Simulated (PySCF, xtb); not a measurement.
Al(F)(OH)(SiH3) (AlFH4OSi), SMILES [SiH3][Al]([OH])[F].

GFN2-xTB (xtb 6.7.1) at its own geometry gives an orbital gap of 4.07 eV and a dipole moment of 2.35 D.

Coordinates come from a PBE0-D3(BJ)/def2-SVP optimisation. Other conformers were not sampled.

What does HF/def2-TZVP in PySCF give? (Estimate from the structure and the level; the computed values follow.)

gap 12.70 eV (levels -11.04 and 1.66 eV), dipole 0.80 D.
